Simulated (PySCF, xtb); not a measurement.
CH₅FO₂SSi, SMILES CS[Si](O)(O)F. Other conformers were not sampled.

Harmonic wavenumbers (cm⁻¹) from GFN2-xTB (xtb) at its own minimum, in rising order: 40, 122, 131, 161, 189, 215, 259, 274, 284, 301, 528, 726, 767, 820, 827, 926, 952, 967, 998, 1320, 1451, 1454, 3043, 3051, 3062, 3642, 3684.

Q: What does PySCF with PBE-D3(BJ)/def2-SVP give at its own minimum? (Estimate from the structure and the level; the computed values follow.)

A: 30, 107, 121, 152, 199, 252, 271, 310, 322, 346, 521, 688, 759, 792, 849, 911, 933, 946, 964, 1279, 1394, 1411, 2992, 3104, 3111, 3751, 3766. Paired by order, the mean absolute difference is 33 cm⁻¹ and the zero-point energies are 43.2 and 43.3 kcal/mol.
